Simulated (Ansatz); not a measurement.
Ideal-gas functions of `[AlH2][C]#C[O][SbH2]` at 298.15 K and 1 bar, from an Ansatz frequency run at PBE0-D4/def2-TZVP.

Molar mass 192.8 g/mol, point group Cs (symmetry number 1), electronic degeneracy 1, moments of inertia 43.027, 885.26, 922.349 u Å². Harmonic wavenumbers (cm⁻¹, unscaled): 59, 73, 86, 132, 155, 387, 524, 524, 549, 576, 613, 620, 683, 788, 847, 1265, 1923, 1929, 1965, 1971, 2235.

Use S(trans) = R[1.5 ln M + 2.5 ln T − 1.1517]; rotational temperatures θ = 24.2544 K / I; S(rot) = R[ln(√π/σ · √(T³/θAθBθC)) + 1.5]; for each mode x = 1.438777 ν̃/T, S = R[x/(eˣ − 1) − ln(1 − e⁻ˣ)] and H = RT x/(eˣ − 1); 1 cm⁻¹ = 0.0119627 kJ/mol; R = 8.31446 J/(mol·K).

Q: By hand: the entropy, in J/(mol·K).

A: Translation 174.5. Rotation: θ = 0.5637, 0.0274, 0.0263 K, giving 120.8. Vibration, mode by mode: 18.79, 17.03, 15.69, 12.20, 10.92, 4.23, 2.51, 2.51, 2.29, 2.06, 1.79, 1.74, 1.37, 0.91, 0.72, 0.13, 0.01, 0.01, 0.01, 0.01, 0.00, in all 94.9. Electronic 0.0. Sum 390.2 J/(mol·K).

Q: By hand: H − E and G − E in kJ/mol, counted from the electronic energy.

A: Zero-point energy ½ × 17904 × 0.0119627 = 107.1; thermal vibration 14.1; translation, rotation and pV give 4 RT = 9.9. H − E = 131.1 kJ/mol, and G − E = 131.1 − 298.15 × 390.2/1000 = 14.8 kJ/mol.

Vibration gives 24 % of the entropy, 63.7 J/(mol·K) of it from the modes under 150 cm⁻¹: soft modes count most, and the harmonic formula is weakest for them.
